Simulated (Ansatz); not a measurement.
CH$_{7}$GeNSi, SMILES `C=N[SiH2][GeH3]`, relaxed with RKS PBE-D4/def2-SVP in Ansatz 0.2.0 from a rough embedded geometry. The force threshold is 0.03 eV/Å; the program also tests the step.

Total charge 0; spin multiplicity 1.

Start:

```xyz
11

C    -0.009   -1.554   -1.397
N    -0.990   -0.969   -0.923
Si   -0.814    0.673   -0.284
Ge    0.617    0.756    1.431
H     1.024   -1.162   -1.417
H    -0.115   -2.638   -1.769
H    -0.316    1.580   -1.391
H    -2.145    1.195    0.084
H     0.026   -0.221    2.597
H     1.984    0.188    1.035
H     0.739    2.151    2.034
```

(1) By how much does the energy fall, and how many steps does the optimiser take? (Estimate.)

(2) Which bonds change most? (An estimate is asked.)

(3) Give the relaxed structure. (Best estimate.)

Answers

(1) Ansatz gave: 9.00 kcal/mol, in 13 steps, 2 of them rejected.

(2) Ansatz gave: Si3–Ge4 from 2.236 to 2.393 Å; Ge4–H9 from 1.632 to 1.550 Å; C1–N2 from 1.237 to 1.275 Å; C1–H6 from 1.151 to 1.116 Å.

(3) Computed: 
```xyz
11

C    -0.114   -1.661   -1.656
N    -0.698   -1.110   -0.667
Si   -0.661    0.621   -0.288
Ge    0.604    0.836    1.732
H     0.475   -1.116   -2.441
H    -0.167   -2.767   -1.797
H    -0.048    1.473   -1.384
H    -2.077    1.064   -0.058
H    -0.027   -0.006    2.870
H     2.060    0.347    1.504
H     0.655    2.321    2.185
```
